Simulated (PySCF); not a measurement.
# From a computed spectrum to the compound

A species of 7 atoms with charge -1 has these harmonic modes (PBE0, small Gaussian bases with core potentials, PySCF 2.14.0):

```json
{"cm⁻¹": "79", "km/mol": "21.4", "symmetry": "a2''"}
{"cm⁻¹": "101", "km/mol": "2.5", "symmetry": "e'"}
{"cm⁻¹": "101", "km/mol": "2.5", "symmetry": "e'"}
{"cm⁻¹": "130", "km/mol": "0.0", "symmetry": "a2'"}
{"cm⁻¹": "222", "km/mol": "204.2", "symmetry": "e'"}
{"cm⁻¹": "222", "km/mol": "204.2", "symmetry": "e'"}
{"cm⁻¹": "327", "km/mol": "0.0", "symmetry": "e''"}
{"cm⁻¹": "327", "km/mol": "0.0", "symmetry": "e''"}
{"cm⁻¹": "333", "km/mol": "359.4", "symmetry": "a2''"}
{"cm⁻¹": "427", "km/mol": "124.3", "symmetry": "e'"}
{"cm⁻¹": "427", "km/mol": "124.3", "symmetry": "e'"}
{"cm⁻¹": "452", "km/mol": "0.0", "symmetry": "a1'"}
{"cm⁻¹": "3958", "km/mol": "0.5", "symmetry": "e'"}
{"cm⁻¹": "3958", "km/mol": "0.5", "symmetry": "e'"}
{"cm⁻¹": "3958", "km/mol": "0.0", "symmetry": "a1'"}
```

(1) Which species is it, and in which structure?

Results:

(1) [Dy(OH)3]− (singlet in the valence; each metal's 4f electrons, 10 of them, lie in its core potential, out of spins and levels):
```xyz
7

Dy    0.0000    0.0000    0.0000
O     2.2316    0.0000    0.0000
H     3.1897    0.0000    0.0000
O    -1.1158    1.9326    0.0000
H    -1.5948    2.7624    0.0000
O    -1.1158   -1.9326    0.0000
H    -1.5949   -2.7624    0.0000
```
Ideal gas at 298.15 K and 1 bar: S = 387.1 J/(mol K), Cp = 118.7 J/(mol K), H − H(0 K) = 25.6 kJ/mol (rigid rotor, harmonic modes, spin degeneracy alone, that of the 4f electrons in the core included). An lcecp potential fixes the number of 4f electrons, so in runs with it no electron can move into or out of that shell; real Dy(II) is rare or takes another configuration.
 The answer isn't unique; the calculation gave this one.
